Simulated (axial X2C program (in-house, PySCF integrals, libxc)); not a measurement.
What spin–orbit coupling does to TlF

Calculated with an in-house relativistic program for diatomic molecules. Spin-free means the one-electron spin-free X2C Hamiltonian; two-component (2c) means X2C with spin–orbit coupling and atomic mean-field two-electron Coulomb and Gaunt terms, so the difference of the two also holds small scalar two-electron terms. Basis: Tl dyall-cv4z [14s16p11d7f3g], F dyall-av4z [8s7p4d3f2g] (cores contracted in-house); Gaussian nuclei, density fitting, unrestricted open shells. Masses: Tl 204.974 u, F 18.998 u.

Spin-free state: M_S = 0, Λ = 0 (closed shell); fragments Tl + F.

```tsv
level	Re (Å)	ωe (cm⁻¹)	De (eV)	μ (D)
PBE0	2.097	466.1	5.084	-4.19
HF	2.086	475.2	3.213	-4.32
MP2	2.096	468.6	5.542	n/a
CCSD	2.090	473.8	5.094	n/a
CCSD(T)	2.094	471.2	5.255	n/a
BP86	2.124	446.5	5.458	-4.11
PBEsol	2.099	463.8	5.748	-3.93
B3LYP	2.118	452.2	5.185	-4.36
```

Correlated methods: 20 electrons correlated (number of frozen shells: Tl 5 s, 4 p, 2 d, 1 f; F 1 s), 396 virtual spin orbitals or spinors in MP2, 180 natural virtuals in coupled cluster.

Dipoles are positive if F is the positive end.

Two-component determinant lowest at the distance of the search:

Ω = 0 (closed shell); fragments Tl + F.

```tsv
level	Re (Å)	ωe (cm⁻¹)	De (eV)	μ (D)
PBE0	2.092	468.3	4.512	-4.06
HF	2.080	478.2	2.567	-4.21
MP2	2.091	470.6	4.943	n/a
CCSD	2.085	475.9	4.455	n/a
CCSD(T)	2.090	473.0	4.622	n/a
BP86	2.119	447.3	4.913	-3.98
PBEsol	2.094	465.0	5.211	-3.80
B3LYP	2.113	453.9	4.547	-4.22
```

Q: From the two tables, how do the constants change at the CCSD(T) level (2c against spin-free)?

A: At the CCSD(T) level Re decreases by 0.004 Å and ωe increases by 1.8 cm⁻¹; De changes by -0.633 eV.

One determinant describes the state; a PBE0 search over occupations chose it and may have missed a lower one. The closed shell is kept restricted, so the energy runs too high when the bond is stretched far. De is counted from the lowest determinant-based energies of the atoms at the same level, without counterpoise correction. Coupled cluster ran in a truncated set of natural virtual spinors; the MP2 energy of the rest was added. (T) has no such correction and the atoms are truncated less, which lowers De at CCSD(T) by a hundredth of an eV or more. A 2c atom that is not at its ground J level misses part of its spin–orbit lowering, and De is too large by that part (0.04 eV or less for light atoms). This holds for PBE0, BP86, PBEsol, B3LYP. Without a current term, density functionals place determinants with orbital angular momentum somewhat too high.
